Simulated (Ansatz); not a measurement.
Molecule: C₂H₅BCl, net charge -1, singlet state. It need not be the lowest isomer of its formula. Whether it binds its extra electron was not tested at this geometry. 
Geometry from a B3LYP-D3(BJ)/def2-TZVP (Ansatz, a program for electronic structure) optimisation:
```xyz
9

B      0.0957    -0.4710    -0.2362
Cl     0.0788     1.2484     0.6007
C      1.3434    -1.0662    -0.6211
C     -1.3829    -1.0432    -0.4010
H      1.3811    -2.0451    -1.0997
H      2.3168    -0.6061    -0.4721
H     -1.8939    -1.1485     0.5644
H     -2.0145    -0.3837    -1.0094
H     -1.3697    -2.0285    -0.8808
```
Charge -1, spin multiplicity 1.

Basis-set convergence of Hartree-Fock and CCSD(T) correlation energies (hartree) with Ansatz. Valence correlation only, unless marked. Spin-orbit coupling is left out. No relativistic terms. This anion needs diffuse functions, which these sets lack.

| basis | functions | E(HF) | E(corr, CCSD(T)) |
|---|---|---|---|
| cc-pV(D+d)Z | 90 | -562.88031 | -0.58588 |
| cc-pV(T+d)Z | 199 | -562.92793 | -0.73352 |
| cc-pV(Q+d)Z | 379 | ? | ? |

Question: What belongs in the gaps?

Answer: 
- cc-pV(Q+d)Z, E(HF): -562.94028
- cc-pV(Q+d)Z, E(corr, CCSD(T)): -0.77984
